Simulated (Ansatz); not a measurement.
Reaction (SMILES): [CH2][SiH](Cl)Cl -> C[Si](Cl)Cl
Structures are relaxed separately at B3LYP-D3(BJ)/def2-TZVP in Ansatz (a first-principles code), one conformer each, not searched for the lowest. Frequencies are from Ansatz.

Quantity: isomerisation energy (enthalpy at 298 K, with B3LYP-D3(BJ) rigid-rotor harmonic-oscillator terms), in kJ/mol. Valence correlation only, unless marked. UHF or UKS for open shells. Spin-orbit coupling is left out. No relativistic terms. Basis-set limits of correlation are two-point, X^-3; Hartree-Fock from the larger set. The bracket is a focal-point correction in the basis named.

Level to compare with: RI-MP2/CBS(cc-pV(T+d)Z,cc-pV(Q+d)Z)+[CCSD(T)-MP2]/cc-pV(T+d)Z (Ansatz), -37.8 kJ/mol. It is a level with limits of its own, and the differences hold the functionals' basis error too.

Problem. Rank these functionals by how close they come to RI-MP2/CBS(cc-pV(T+d)Z,cc-pV(Q+d)Z)+[CCSD(T)-MP2]/cc-pV(T+d)Z, closest first: revPBE/def2-TZVPD (Ansatz); wB97M-V/def2-TZVPD (Ansatz); HSE06/def2-TZVPD (Ansatz).

Solution. wB97M-V/def2-TZVPD (range-separated hybrid meta-GGA with VV10, -38.7 kJ/mol, difference -0.9), HSE06/def2-TZVPD (screened hybrid, -49.4 kJ/mol, difference -11.6), revPBE/def2-TZVPD (GGA, -55.1 kJ/mol, difference -17.3)
